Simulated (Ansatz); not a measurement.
**Nudged elastic band run: AlH6NO2**

The input (input.yaml):

```yaml
crystal:
  periodic: [false, false, false]
  atoms:
    - { symbol: Al, position_ang: [-0.059554, 0.117295, 0.327734] }
    - { symbol: "N", position_ang: [0.035506, -0.003459, 2.170116] }
    - { symbol: H, position_ang: [-0.713412, -0.476362, 2.668499] }
    - { symbol: H, position_ang: [0.912048, -0.250565, 2.620142] }
    - { symbol: H, position_ang: [1.244825, -0.148145, -0.54196] }
    - { symbol: O, position_ang: [-1.653311, -0.131202, -0.324996] }
    - { symbol: H, position_ang: [-1.793695, -0.75853, -1.042361] }
    - { symbol: O, position_ang: [-0.305787, 2.092582, 0.612415] }
    - { symbol: H, position_ang: [-1.222362, 2.294533, 0.348511] }
    - { symbol: H, position_ang: [-0.312159, 1.893652, 1.590301] }
basis:
  gaussian: { orbitals: "6-31G*" }
hamiltonian:
  xc: b3lyp
neb:
  order_check: false
  images: 7
  f_tol: 0.05
  max_iterations: 60
  final_atoms:
    - { symbol: Al, position_ang: [-0.26759149, 0.51568656, 0.15784627] }
    - { symbol: "N", position_ang: [-0.02223405, 0.18195047, 2.15997361] }
    - { symbol: H, position_ang: [-0.77649719, -0.42425179, 2.48218209] }
    - { symbol: H, position_ang: [0.86905892, -0.23394939, 2.4270498] }
    - { symbol: H, position_ang: [1.08362646, 0.02389136, -0.55191029] }
    - { symbol: O, position_ang: [-1.67613945, -0.479081, -0.1071975] }
    - { symbol: H, position_ang: [-1.66744097, -1.05807349, -0.87885256] }
    - { symbol: O, position_ang: [-0.50642635, 2.22343988, 0.4276232] }
    - { symbol: H, position_ang: [-0.79035115, 2.78783121, -0.30053572] }
    - { symbol: H, position_ang: [-0.11390573, 1.09235521, 2.61222211] }
  initial_path:
    images:
      - { positions_ang: [[-0.059554, 0.117295, 0.327734], [0.035506, -0.003459, 2.170116], [-0.713412, -0.476362, 2.668499], [0.912048, -0.250565, 2.620142], [1.244825, -0.148145, -0.54196], [-1.653311, -0.131202, -0.324996], [-1.793695, -0.75853, -1.042361], [-0.305787, 2.092582, 0.612415], [-1.222362, 2.294533, 0.348511], [-0.312159, 1.893652, 1.590301]] }
      - { positions_ang: [[-0.04495271, 0.09045832, 0.24432261], [0.02699706, -0.0068788, 2.19356833], [-0.75381419, -0.43087693, 2.69929071], [0.90383205, -0.1260495, 2.66413365], [1.27085631, -0.10641861, -0.60332507], [-1.62590189, -0.09311829, -0.46726255], [-1.85863513, -0.7758495, -0.95554316], [-0.29430226, 2.05913093, 0.62770872], [-1.21641604, 2.28763809, 0.37746705], [-0.2755642, 1.73176331, 1.64804071]] }
      - { positions_ang: [[-0.03035142, 0.06362163, 0.16091121], [0.01848811, -0.01029861, 2.21702065], [-0.79421638, -0.38539187, 2.73008243], [0.89561611, -0.001534, 2.7081253], [1.29688761, -0.06469222, -0.66469014], [-1.59849278, -0.05503459, -0.60952911], [-1.92357525, -0.793169, -0.86872531], [-0.28281751, 2.02567986, 0.64300244], [-1.21047009, 2.28074318, 0.4064231], [-0.2389694, 1.56987462, 1.70578043]] }
      - { positions_ang: [[-0.01575013, 0.03678495, 0.07749982], [0.00997917, -0.01371841, 2.24047298], [-0.83461857, -0.3399068, 2.76087414], [0.88740016, 0.12298149, 2.75211694], [1.32291892, -0.02296583, -0.72605522], [-1.57108367, -0.01695088, -0.75179566], [-1.98851538, -0.8104885, -0.78190747], [-0.27133277, 1.99222879, 0.65829617], [-1.20452413, 2.27384827, 0.43537915], [-0.2023746, 1.40798593, 1.76352014]] }
      - { positions_ang: [[-0.00114884, 0.00994826, -0.00591157], [0.00147023, -0.01713822, 2.26392531], [-0.87502076, -0.29442174, 2.79166585], [0.87918422, 0.24749699, 2.79610859], [1.34895022, 0.01876055, -0.78742029], [-1.54367456, 0.02113283, -0.89406221], [-2.0534555, -0.827808, -0.69508962], [-0.25984803, 1.95877772, 0.67358989], [-1.19857818, 2.26695336, 0.4643352], [-0.1657798, 1.24609724, 1.82125986]] }
      - { positions_ang: [[-0.0677595, 0.13638284, 0.03502789], [-0.00445584, 0.03263395, 2.23793738], [-0.85038987, -0.32687925, 2.71429491], [0.87665289, 0.1271354, 2.70384389], [1.28261928, 0.02004325, -0.72854279], [-1.57679078, -0.10392063, -0.69734604], [-1.95695187, -0.88537437, -0.74103036], [-0.32149261, 2.02494326, 0.61209822], [-1.09652142, 2.39717282, 0.27311747], [-0.15281128, 1.20766173, 2.01900042]] }
      - { positions_ang: [[-0.13437016, 0.26281741, 0.07596735], [-0.01038191, 0.08240613, 2.21194946], [-0.82575898, -0.35933677, 2.63692397], [0.87412157, 0.0067738, 2.61157919], [1.21628834, 0.02132596, -0.66966529], [-1.609907, -0.22897409, -0.50062986], [-1.86044824, -0.94294075, -0.78697109], [-0.38313719, 2.0911088, 0.55060655], [-0.99446466, 2.52739228, 0.08189974], [-0.13984276, 1.16922623, 2.21674098]] }
      - { positions_ang: [[-0.20098083, 0.38925199, 0.11690681], [-0.01630798, 0.1321783, 2.18596153], [-0.80112809, -0.39179428, 2.55955303], [0.87159024, -0.11358779, 2.5193145], [1.1499574, 0.02260866, -0.61078779], [-1.64302323, -0.35402755, -0.30391368], [-1.7639446, -1.00050712, -0.83291182], [-0.44478177, 2.15727434, 0.48911488], [-0.8924079, 2.65761175, -0.10931799], [-0.12687425, 1.13079072, 2.41448155]] }
      - { positions_ang: [[-0.26759149, 0.51568656, 0.15784627], [-0.02223405, 0.18195047, 2.15997361], [-0.77649719, -0.42425179, 2.48218209], [0.86905892, -0.23394939, 2.4270498], [1.08362646, 0.02389136, -0.55191029], [-1.67613945, -0.479081, -0.1071975], [-1.66744097, -1.05807349, -0.87885256], [-0.50642635, 2.22343988, 0.4276232], [-0.79035115, 2.78783121, -0.30053572], [-0.11390573, 1.09235521, 2.61222211]] }
```

Launched with:

```bash
$ ansatz run input.yaml --threads 1 --pin off --max-ram 2048MiB --backend cpu --events-out ev --progress --plain --runs-dir out
```

Output, in part (warnings, iteration lines, the closing report on the highest movable image, with atoms numbered from 0):

```
NEB end point (image 0): max|allowed force component| = 1.406e-2 eV/Å (the criterion of neb.relax_end_points is 1.000e-2)
NEB end point (image 8): max|allowed force component| = 2.739e-2 eV/Å (the criterion of neb.relax_end_points is 1.000e-2)
NEB iter   1: max|band force component| = 1.232e1 eV/Å  barrier→ = 1.5438 eV  barrier← = 2.4624 eV  Δτ_max = 0.1990 Å  (215 SCF iters)
NEB iter   2: max|band force component| = 1.856e0 eV/Å  barrier→ = 0.4519 eV  barrier← = 1.3704 eV  Δτ_max = 0.2000 Å  (191 SCF iters)
NEB iter   3: max|band force component| = 4.315e0 eV/Å  barrier→ = 0.2305 eV  barrier← = 1.1491 eV  Δτ_max = 0.0996 Å  (187 SCF iters)
NEB iter   4: max|band force component| = 1.281e0 eV/Å  barrier→ = 0.1544 eV  barrier← = 1.0729 eV  Δτ_max = 0.1466 Å  (176 SCF iters)
NEB iter   5: max|band force component| = 6.761e-1 eV/Å  barrier→ = 0.1082 eV  barrier← = 1.0267 eV  Δτ_max = 0.1924 Å  (186 SCF iters)
NEB iter   6: max|band force component| = 1.190e0 eV/Å  barrier→ = 0.0923 eV  barrier← = 1.0108 eV  Δτ_max = 0.1002 Å  (180 SCF iters)
NEB iter   7: max|band force component| = 5.313e-1 eV/Å  barrier→ = 0.0826 eV  barrier← = 1.0011 eV  Δτ_max = 0.1947 Å  (184 SCF iters)
NEB iter   8: max|band force component| = 3.032e-1 eV/Å  barrier→ = 0.0684 eV  barrier← = 0.9870 eV  CI = image 2  Δτ_max = 0.1206 Å  (188 SCF iters)
NEB iter   9: max|band force component| = 3.926e-1 eV/Å  barrier→ = 0.0924 eV  barrier← = 1.0109 eV  CI = image 2  Δτ_max = 0.1411 Å  (186 SCF iters)
NEB iter  10: max|band force component| = 5.451e-1 eV/Å  barrier→ = 0.0848 eV  barrier← = 1.0033 eV  CI = image 2  Δτ_max = 0.0502 Å  (191 SCF iters)
NEB iter  11: max|band force component| = 2.313e-1 eV/Å  barrier→ = 0.0763 eV  barrier← = 0.9948 eV  CI = image 2  Δτ_max = 0.0720 Å  (177 SCF iters)
NEB iter  12: max|band force component| = 1.750e-1 eV/Å  barrier→ = 0.0754 eV  barrier← = 0.9939 eV  CI = image 2  Δτ_max = 0.0341 Å  (185 SCF iters)
NEB iter  13: max|band force component| = 1.292e-1 eV/Å  barrier→ = 0.0732 eV  barrier← = 0.9918 eV  CI = image 2  Δτ_max = 0.0330 Å  (173 SCF iters)
NEB iter  14: max|band force component| = 5.896e-2 eV/Å  barrier→ = 0.0720 eV  barrier← = 0.9905 eV  CI = image 2  Δτ_max = 0.0349 Å  (177 SCF iters)
NEB iter  15: max|band force component| = 4.582e-2 eV/Å  barrier→ = 0.0711 eV  barrier← = 0.9897 eV  CI = image 2  Δτ_max = 0.0000 Å  (348 SCF iters)
Total energy: -12281.36833364 eV, -451.3319616507 hartree
Atom 0 at    -0.109485     0.163006     0.222299 Å, force    -0.020133    -0.001848    -0.008540 eV/Å
Atom 1 at    -0.013834     0.141410     2.135526 Å, force    -0.002221     0.011837    -0.004060 eV/Å
Atom 2 at    -0.761373    -0.311848     2.655459 Å, force    -0.004163    -0.002851     0.001285 eV/Å
Atom 3 at     0.865354    -0.044163     2.611266 Å, force     0.006587    -0.005370     0.006783 eV/Å
Atom 4 at     1.206115    -0.180130    -0.596437 Å, force     0.000945    -0.001015     0.001986 eV/Å
Atom 5 at    -1.685365    -0.290517    -0.337798 Å, force     0.040388    -0.009718    -0.007817 eV/Å
Atom 6 at    -1.759806    -0.842378    -1.124871 Å, force    -0.021721     0.006139     0.001742 eV/Å
Atom 7 at    -0.253341     2.039874     0.676623 Å, force    -0.003785    -0.016404     0.013304 eV/Å
Atom 8 at    -1.121282     2.438775     0.499037 Å, force    -0.001793     0.001021     0.002784 eV/Å
Atom 9 at    -0.234883     1.515770     1.687298 Å, force     0.005896     0.018209    -0.007468 eV/Å
Dipole moment:    -0.155291     0.008425     0.272518 e Å
```

It converged. A vibrational analysis at the climbing image gives one clearly imaginary mode, 764i cm⁻¹: a first-order saddle point. The orbitals stay closed-shell, which can raise the energy where a bond breaks towards radicals; this wasn't checked here.

Final band (atoms are numbered from 1 in the order of the input):

```json
{"image": "0", "path coordinate (Å)": "0.00", "energy (eV)": "0.000", "O8–H10 (Å)": "1.00", "N2–H10 (Å)": "2.01"}
{"image": "1", "path coordinate (Å)": "0.32", "energy (eV)": "0.014", "O8–H10 (Å)": "1.02", "N2–H10 (Å)": "1.79"}
{"image": "2", "path coordinate (Å)": "0.64", "energy (eV)": "0.071", "O8–H10 (Å)": "1.14", "N2–H10 (Å)": "1.46"}
{"image": "3", "path coordinate (Å)": "0.97", "energy (eV)": "-0.292", "O8–H10 (Å)": "1.48", "N2–H10 (Å)": "1.15"}
{"image": "4", "path coordinate (Å)": "1.30", "energy (eV)": "-0.700", "O8–H10 (Å)": "1.86", "N2–H10 (Å)": "1.04"}
{"image": "5", "path coordinate (Å)": "1.63", "energy (eV)": "-0.827", "O8–H10 (Å)": "2.16", "N2–H10 (Å)": "1.03"}
{"image": "6", "path coordinate (Å)": "1.96", "energy (eV)": "-0.885", "O8–H10 (Å)": "2.37", "N2–H10 (Å)": "1.02"}
{"image": "7", "path coordinate (Å)": "2.29", "energy (eV)": "-0.910", "O8–H10 (Å)": "2.46", "N2–H10 (Å)": "1.02"}
{"image": "8", "path coordinate (Å)": "2.62", "energy (eV)": "-0.919", "O8–H10 (Å)": "2.49", "N2–H10 (Å)": "1.02"}
```

Time of the run: 5.8 min on 1 thread of Arm Neoverse V1 (shared host), peak memory 0.14 GiB.
